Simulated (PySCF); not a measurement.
C₂H₅Cd, SMILES [Cd+][CH2]C, charge +1.

Coordinates come from a B3LYP-D3(BJ)/def2-TZVP optimisation. The multiplicity is an assumed one; other spin states were not compared. The isomer is the one that the SMILES or the coordinates give; other isomers of the formula were not compared. The def2 effective core potentials stand for the cores of Cd; spin–orbit coupling is left out.

Level of theory: PBE/def2-TZVPD (PySCF).

The molecule is in vacuum.

Problem. Estimate the frontier levels, gap, dipole moment and polarisability. (The exact figures need the calculation; the answer reports its results.)

Solution. 
highest occupied level: -12.16 eV
lowest empty level: -9.39 eV
orbital gap: 2.77 eV
dipole moment about the centre of nuclear charge: 0.99 D
mean static polarisability: 61.0 bohr³ (9.04 Å³)
polarisability, principal values: 41.6, 45.0, 96.5 bohr³
